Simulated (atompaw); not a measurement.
# lithium (Li): PAW (atompaw) pseudisation with PBE, scalar-relativistic reference atom.

Li, PAW, made with atompaw 4.2.0.5 (PBE, scalar-relativistic). Core [He], reference 2s1 2p0. Waves: 2s (bound): rc 3.00 bohr; 2s channel at 0.15 Ry: rc 3.00 bohr; 2p (bound, empty): rc 3.00 bohr; 2p channel at 4.2 Ry: rc 3.00 bohr; 3d channel at 0.05 Ry: rc 3.00 bohr. Local part: ultrasoft scheme with l = 3 at 0 Ry, radius 2.65 bohr. Core correction: smooth core density matched at 2.00 bohr. Augmentation charge: sinc compensation charge, radius 3.00 bohr; PAW radius 3.00 bohr; waves and projectors: custom rrkj vanderbiltortho.

- Cutoffs needed: 6 Ry and 6 Ry (the cutoffs (Ry, on a coarse ladder) from which the occupation-weighted sum of valence levels, in a spherical-Bessel basis at the reference potential, stays within 10 and 1 mRy of its value at 400 Ry)
- Ghost test: no extra level below or beside the all-electron valence levels (s, p, d, f tested) (spherical-Bessel basis up to 400 Ry, 20 bohr box)
- Lowest eigenvalue of the overlap operator: 0.49 (d channel)
- Overlap eigenvalues printed by atompaw (projector basis): 0.117, 0.285, 53.5, 164, 292
- Share of each valence orbital outside the PAW sphere: 2s 67 %, 2p 80 %
